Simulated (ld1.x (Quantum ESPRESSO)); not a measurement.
**Pseudopotential generation for bismuth: TM, PBE, scalar-relativistic.**

| Property | Result |
| --- | --- |
| Element | Bi (Z = 83) |
| Generator | ld1.x (Quantum ESPRESSO) 7.5 |
| Type | norm-conserving Troullier–Martins (Kleinman–Bylander form) |
| Functional | PBE |
| Relativity | scalar-relativistic |
| Frozen core | [Xe] 4f14 5d10 |
| Valence charge | 5 |
| Reference configuration | 6s2 6p3 |
| Partial waves | 6s (bound): rc 1.65 bohr; 6p (bound): rc 2.30 bohr |
| Local potential | the p channel |
| Core correction | none |

Poles of the logarithmic derivatives, all-electron (AE) and pseudo (PS). s: poles at 0.4 (AE) and 0.4 (PS) Ry. p: poles at 2.3 (AE) and 2.2 (PS) Ry. Test radius 2.49 bohr.

- Cutoffs needed: 30 Ry and 80 Ry (the cutoffs (Ry, on a coarse ladder) from which the occupation-weighted sum of valence levels, in a spherical-Bessel basis at the reference potential, stays within 10 and 1 mRy of its value at 400 Ry)
- Ghost test: no extra level below or beside the all-electron valence levels (s, p, d, f tested) (spherical-Bessel basis up to 400 Ry, 20 bohr box)
- Largest excitation error: +80 meV (all-electron minus pseudo) for 6s2 6p0, out of 7 test configurations
